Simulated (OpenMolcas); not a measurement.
## Lines of Sb³⁺: computed and rescaled rates

```json
{
 "Program": "OpenMolcas 26.06",
 "Method": "MS-CASPT2, IPEA 0.25 Eh, imaginary shift 0.1 Eh (closed shells correlated: 4d)",
 "Basis": "ANO-RCC-VQZP [8s7p5d3f2g]",
 "Scalar Hamiltonian": "DKH2, point nucleus",
 "Active space": "2 electrons in 4 orbitals (5s 5p)",
 "State averaging": "2S+1 = 3 even, 3 roots; 2S+1 = 1 even, 7 roots; 2S+1 = 3 odd, 3 roots; 2S+1 = 1 odd, 3 roots",
 "Spin-orbit coupling": "RASSI with atomic mean-field integrals over the reference wave functions, term energies averaged over their components"
}
```

Rates come from the transition moments of the reference wave functions (E1 and E2 in the length form). At fixed line strength A goes as λ^-3 for E1 and M1 and as λ^-5 for E2, so a rate at the computed wavelength can be rescaled to the measured one. Measured vacuum wavelengths follow from level energies in Moore, Atomic Energy Levels, vol. III, NSRDS-NBS 35 (1971 reprint of NBS Circular 467, 1958). Branching counts decays inside the model space alone, at computed energies, and the table is only a selection of the E1 lines, drawn from those between levels with measured partners whose computed energy lies within a factor of 1.5 of the measured one.

| Upper | Lower | Type | λ computed (nm) | λ measured (nm) | A computed (s-1) | A rescaled (s-1) | Branching % |
| --- | --- | --- | --- | --- | --- | --- | --- |
| 5p² ³P₀ | 5s 5p ³P°₁ | E1 | 116.3 | 117.1 | 3.96e+09 | 3.88e+09 | 99.3 |
| 5p² ³P₁ | 5s 5p ³P°₂ | E1 | 118.2 | 119.3 | 1.58e+09 | 1.54e+09 | 36.9 |
| 5p² ³P₁ | 5s 5p ³P°₁ | E1 | 111.9 | 111.5 | 1.10e+09 | 1.11e+09 | 25.8 |
| 5p² ³P₀ | 5s 5p ¹P°₁ | E1 | 171.2 | 178.2 | 2.99e+07 |  | 0.7 |

Spin-changing lines and M1 lines between different terms are not rescaled, since their strength hangs on the term gaps too.

The largest correction is for 5p² ³P₁ → 5s 5p ³P°₂ (E1): 1.58e+09 × (118.2 / 119.3)^3 = 1.54e+09 s-1, a factor of 0.97.

The computed rate and branching of 5p² ³P₀ → 5s 5p ³P°₁ give the upper level a radiative lifetime of 0.993 / 3.96e+09 s-1 = 2.51e-10 s, counting decays inside the model space alone. The rescaled rate gives about 2.6e-10 s.

No measured rate stands beside these. Rescaling mends the energy factor alone: line strengths can still be far off where a level mixes with configurations outside the active space, and weak or spin-changing lines hang on small mixing coefficients that depend on the term gaps too, so rescaling need not improve them.

Over all roots computed the reference weight is 0.89 to 0.95; the roots of lowest weight are the least certain, and an intruder state may touch them. The ¹D term of p² mixes with s d, which this space lacks. Measured partners are found by configuration, term and J. A level has none where our copy of the source lacks it or the pairing is in doubt (some pairs that miss far off the trend of their configuration count as doubtful). Only configurations of the active space appear.

° marks odd parity.
